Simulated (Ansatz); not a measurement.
`[F][Sb]([SiH3])[SiH3]` + H₂ → `[SiH3][SbH][SiH3]` + H–F at 700 K and 1 bar (hydrogenolysis of the Sb–F bond).

Computed with Ansatz on PBE0-D4/def2-TZVP structures; ΔE is electronic, products minus reactants. CCSD(T)/CBS is the MP2 limit (def2-TZVPP, def2-QZVPP) plus CCSD(T) − MP2 in def2-TZVPP, frozen cores. This one scheme is used for every species. Elements past krypton have def2 core potentials. For Sb outer-core shells are correlated without core-valence functions, which leaves a few kJ/mol of doubt a bond.

```tsv
species	CCSD(T)/CBS energy (Eh)	H − E (kJ/mol)	S (J/(mol·K))
`[F][Sb]([SiH3])[SiH3]`	-921.59420	222.2	531.5
H₂	-1.17544	46.8	155.3
`[SiH3][SbH][SiH3]`	-822.37750	229.2	494.2
H–F	-100.39570	45.2	198.5
```

H − E and S are ideal-gas, rigid-rotor, harmonic terms from PBE0-D4/def2-TZVP. For small species the MP2-based limit differs from directly extrapolated CCSD(T) by up to some mEh (0.8 for H₂); such offsets cancel only in part. 1 Eh = 2625.50 kJ/mol, R = 8.31446 J/(mol·K).

Question: By hand: ΔE, ΔH, ΔS and ΔG.

Answer: ΔE = (-822.37750) + (-100.39570) − (-921.59420) − (-1.17544) = -0.00356 Eh = -9.3 kJ/mol. Δ(H − E) = 229.2 + 45.2 − 222.2 − 46.8 = 5.4, so ΔH = -3.9 kJ/mol. ΔS = 494.2 + 198.5 − 531.5 − 155.3 = 5.9 J/(mol·K). ΔG = -3.9 − 700 × (5.9)/1000 = -8.0 kJ/mol.

Question: By hand: the equilibrium constant, and the temperature at which ΔG would vanish if ΔH and ΔS stayed fixed.

Answer: log₁₀ K = −ΔG/(RT ln 10) = 0.6. ΔH and −TΔS have one sign here, so there is no such temperature.

TΔS isn't small against ΔH here. A doubt of 5 kJ/mol in ΔE shifts log₁₀ K by 0.4 here. Modes under 60 cm⁻¹, often nearly free rotors, make the harmonic entropy too high. These are equilibria of isolated gas molecules and say nothing of rates. Largest T1 diagnostic: 0.014 (customary marks: 0.02 for closed shells, 0.045 for open ones).

ΔS is within the doubt of such terms, so its sign, and with it that verdict, could turn.
